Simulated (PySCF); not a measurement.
# Excited states of `InChI=1S/CHBF2S/c3-2(4)1-5/h1H`

Method: TDDFT PBE0/def2-SVP excited states, vertical, IEF-PCM cyclohexane (non-equilibrium response) (PySCF). Geometry: PBE0-D3(BJ)/def2-SVP.

Input:
```
{"job": {"kind": "states", "xc": "PBE0", "basis": "def2-SVP", "tpa": true, "nstates": 6, "nquad": 5, "ntriplets": 0, "solvent": "cyclohexane", "frozen_core": false, "scf": {"guess": "huckel"}}, "charge": 0, "multiplicity": 1}
F      1.147814     1.396924     0.244031
B      0.728737     0.156138     0.271562
F      1.554009    -0.760076     0.736243
C     -0.704644    -0.258401    -0.230233
S     -1.712351     0.774847    -0.960633
H     -1.011049    -1.307606    -0.081210
```
Coordinates are in Å.

Command: `OMP_NUM_THREADS=1 python excited_run.py task.json out`

**Question.** What does the run print?

**Answer.** H and L stand for HOMO and LUMO.
```
final grid: 62744 points
cycle   1  E = -656.0845018801  dE =  2.913e+00  |g| = 4.607e+00  |ddm| = 5.997e+00
cycle   2  E = -652.3658302739  dE =  3.719e+00  |g| = 4.554e+00  |ddm| = 1.279e+01
cycle   3  E = -660.4189897530  dE = -8.053e+00  |g| = 1.134e+00  |ddm| = 1.178e+01
cycle   4  E = -660.7037398356  dE = -2.848e-01  |g| = 6.050e-01  |ddm| = 1.803e+00
cycle   5  E = -660.7699695481  dE = -6.623e-02  |g| = 2.875e-01  |ddm| = 7.923e-01
cycle   6  E = -660.7929342817  dE = -2.296e-02  |g| = 3.602e-02  |ddm| = 2.796e-01
cycle   7  E = -660.7932473303  dE = -3.130e-04  |g| = 1.003e-02  |ddm| = 4.859e-02
cycle   8  E = -660.7932695263  dE = -2.220e-05  |g| = 3.858e-03  |ddm| = 1.342e-02
cycle   9  E = -660.7932732966  dE = -3.770e-06  |g| = 1.325e-03  |ddm| = 3.530e-03
cycle  10  E = -660.7932737270  dE = -4.303e-07  |g| = 4.527e-04  |ddm| = 1.095e-03
cycle  11  E = -660.7932737769  dE = -4.998e-08  |g| = 7.996e-05  |ddm| = 4.233e-04
cycle  12  E = -660.7932737782  dE = -1.236e-09  |g| = 1.115e-05  |ddm| = 8.289e-05
cycle  13  E = -660.7932737782  dE = -4.911e-11  |g| = 1.748e-06  |ddm| = 1.850e-05
converged SCF energy = -660.7932737782

Singlet excitations
state   eV       nm        f     d(h-e)  d(exc)  Lambda  PR(NTO)  |dmu|/D   mu/D   delta(TPA)   sigma/GM   main configurations
  1   1.5988   775.5   0.00002   0.721   2.267   0.549   1.003    1.682    1.969        0.17      0.000   H->L 1.00
  2   5.8420   212.2   0.00688   0.139   2.393   0.633   1.017    0.530    1.119        1.29      0.016   H-2->L 0.98
  3   5.8940   210.4   0.27185   0.351   2.277   0.850   1.239    0.981    1.766       17.14      0.218   H-1->L 0.94
  4   6.7317   184.2   0.00489   0.761   2.490   0.480   1.042    2.264    2.275        1.55      0.026   H-3->L 0.93
  5   6.8591   180.8   0.00424   2.200   3.131   0.317   1.045    6.618    6.916        2.00      0.034   H->L+1 0.97
  6   7.5514   164.2   0.00223   1.986   3.087   0.437   1.026                                            H-4->L 0.94
```

States above about 6.8 eV lie in this functional's continuum (it starts at minus the energy of the highest occupied orbital, well below the true ionisation energy for most functionals) and depend on the basis.

It took 6.2 s wall time on 1 thread of an Arm Neoverse V1, shared host, peak memory 0.41 GiB.
